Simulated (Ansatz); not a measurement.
B2F2H6N2, SMILES `F[B@H-]1[NH2+][B@@H-](F)[NH2+]1`. The species carries charge 0 and has multiplicity 1.

Cartesian coordinates in Å:
```
F -0.6841 -1.6057 -1.3355
B -0.5652 -0.3021 -0.9093
N -0.9346 -0.1579 0.6384
B 0.5040 0.5025 0.8550
F 1.2259 -0.1685 1.8162
N 0.9584 0.0800 -0.6173
H -1.1167 0.5335 -1.5824
H -1.7392 0.4078 0.8680
H -1.0216 -1.0574 1.1014
H 0.4344 1.7007 0.9772
H 1.5683 -0.7318 -0.6166
H 1.3705 0.7988 -1.1949
```

Problem. List the harmonic frequencies (cm⁻¹, unscaled) at PBE0-D4/def2-TZVP in Ansatz. (Estimate.)

Solution. Ansatz gave: 77, 332, 359, 364, 391, 530, 672, 713, 717, 819, 872, 878, 926, 973, 993, 1023, 1061, 1102, 1109, 1159, 1252, 1261, 1598, 1620, 2532, 2545, 3528, 3529, 3632, 3632.

Problem. Is this a minimum?

Solution. Yes, all 30 modes are real.

Problem. Give the ideal-gas thermochemistry at 298.15 K and 1 bar (rigid rotor, harmonic oscillator; point group C2v, symmetry number 2).

Solution. Zero-point energy 240.4 kJ/mol; H(298) − E = 258.8 kJ/mol; entropy 317.9 J/(mol·K), of which translation 165.5, rotation 105.6, vibration 46.8; G(298) − E = 164.0 kJ/mol. Modes under 100 cm⁻¹ are hindered rotations or soft bends, so the harmonic entropy is rough.

Problem. And at 400, 500, 600, 800 and 1000 K?

Solution. 
```csv
T (K),H − E (kJ/mol),S (J/mol/K),G − E (kJ/mol)
400,270.8,352.5,129.8
500,285.3,384.6,92.9
600,301.8,414.7,53.0
800,339.2,468.4,-35.5
1000,381.0,514.9,-133.9
```
